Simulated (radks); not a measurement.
The silver ion Ag+ inside a hard spherical wall (all orbitals vanish at R), configuration held at [Kr] 4d10 and not refilled when levels cross. All-electron calculation, scalar-relativistic Kohn-Sham, LDA (Slater exchange, Perdew-Wang correlation), spin-polarised, spherical densities, finite nucleus; Fermi nuclear charge, rms radius 4.5454 fm. Program: a radial shooting solver on a logarithmic mesh with Libxc functionals. Eigenvalues in eV for spin up, with the zero of energy where the potential of the charges vanishes at infinity; a dash marks a level that is unbound or too diffuse for the functional's potential to be trusted. A positive occupied level is held by the wall or, in an anion where self-interaction has pushed it up, behind a barrier. The pressure on the wall is -dE/dV.

R (bohr)  E (hartree)  kinetic (hartree)    e(3d)    e(4s)    e(4p)    e(4d)  e(5s, empty)  e(5p, empty)  pressure (GPa)
free      -5310.72774           5515.519  -367.07  -103.36  -66.986  -15.920       -11.619        -6.414               0
15        -5310.72774           5515.519  -367.07  -103.36  -66.986  -15.920       -11.619        -6.414        < 0.0001
12        -5310.72774           5515.519  -367.07  -103.36  -66.986  -15.920       -11.618        -6.412        < 0.0001
8         -5310.72771           5515.519  -367.06  -103.36  -66.984  -15.917       -11.606        -6.297         0.00212
6         -5310.72621           5515.535  -366.97  -103.27  -66.901  -15.842       -11.367        -5.519           0.194
5         -5310.71698           5515.610  -366.59  -102.93  -66.567  -15.532       -10.572        -3.888            1.96
4         -5310.65160           5516.034  -364.89  -101.43  -65.122  -14.153        -7.371         1.190            22.0
3.5       -5310.52058           5516.761  -362.49  -99.392  -63.179  -12.214        -2.929         7.416            80.4
3         -5310.14089           5518.659  -357.43  -95.312  -59.284   -8.098         6.780        20.056             327
2.5       -5308.92500           5524.280  -346.20  -86.886  -51.090    1.212        29.896        48.112            1600
